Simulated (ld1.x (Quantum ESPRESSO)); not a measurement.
# What one change does to a pseudopotential (zirconium, ultrasoft)

```json
{"Element": "zirconium (Zr)", "Generator": "ld1.x (Quantum ESPRESSO) 7.5", "Type": "ultrasoft", "Functional": "BLYP", "Relativity": "scalar-relativistic", "Frozen core": "[Kr]", "Valence charge": "4", "Reference configuration": "4d2 5s2 5p0", "Partial waves": "5s (bound): rcut 2.40, rcutus 3.15 bohr; 5s channel at 1.65 Ry: rcut 2.40, rcutus 3.15 bohr; 5p (bound, empty): rcut 3.60, rcutus 4.10 bohr; 5p channel at 1.2 Ry: rcut 3.60, rcutus 4.10 bohr; 4d (bound): rcut 2.05, rcutus 2.65 bohr; 4d channel at 0.15 Ry: rcut 2.05, rcutus 2.65 bohr; 4f channel at 0.15 Ry: rcut 3.65, rcutus 4.50 bohr; 4f channel at 0.85 Ry: rcut 3.65, rcutus 4.50 bohr", "Local potential": "all-electron potential smoothed inside 3.00 bohr (lloc = -1)", "Core correction": "none", "Augmentation charge": "built from norm-conserving waves at rcut, not smoothed further"}
```

Change: local potential all-electron potential smoothed inside 3.08 bohr (lloc = -1).

Cutoffs: the cutoffs (Ry, on a coarse ladder) from which the occupation-weighted sum of valence levels, in a spherical-Bessel basis at the reference potential, stays within 10 and 1 mRy of its value at 400 Ry; they do not see the model core or the augmentation charge, which bear on the density cutoff. Errors are all-electron minus pseudo energies relative to the spin-unpolarised reference configuration.

**Question.** Predict the effect on cutoff, ghosts and configuration errors.

**Answer.** The potential gets neither clearly harder nor softer (12 Ry and 15 Ry → 12 Ry and 15 Ry); both files keep a bound ghost (p); the errors of the 7 common tests hardly move; the range in which the d phases agree narrows (upper end 4.9 → 2.3).

| quantity | base | changed |
| --- | --- | --- |
| cutoff, loose | 12 Ry | 12 Ry |
| cutoff, tight | 15 Ry | 15 Ry |
| bound ghosts | p | p |
| error for 4d2 5s1 5p0, meV [ΔE 7.06 eV] | +29 | +29 |
| error for 4d2 5s0 5p0, meV [ΔE 20.11 eV] | +194 | +194 |
| error for 4d1 5s0 5p0, meV [ΔE 42.67 eV] | +458 | +458 |
| error for 4d2 5s1 5p1, meV [ΔE 3.06 eV] | +8.2 | +7.9 |
| error for 4d2 5s0 5p2, meV [ΔE 6.31 eV] | +19 | +19 |
| error for 4d3 5s1 5p0, meV [ΔE 1.24 eV] | +14 | +14 |
| error for 4d2.5 5s1.5 5p0, meV [ΔE 0.53 eV] | +5.1 | +5.0 |
| s: phases at 4.92 bohr within 0.05 rad from the reference energy up to (Ry; the scan ends near 5) | 3.3 | 3.2 |
| p: phases at 4.92 bohr within 0.05 rad from the reference energy up to (Ry; the scan ends near 5) | 0.2 | 0.2 |
| d: phases at 4.92 bohr within 0.05 rad from the reference energy up to (Ry; the scan ends near 5) | 4.9 | 2.3 |
| f: phases at 4.92 bohr within 0.05 rad from the reference energy up to (Ry; the scan ends near 5) | 1.6 | 1.6 |
| lowest overlap eigenvalue by channel | s 0.60, p 0.43, d 0.98, f 0.94 | s 0.60, p 0.43, d 0.99, f 0.95 |

 A true bound ghost makes a file unfit for plane-wave use even where its test errors are small: the radial tests pick states by their node count and pass the ghost by.
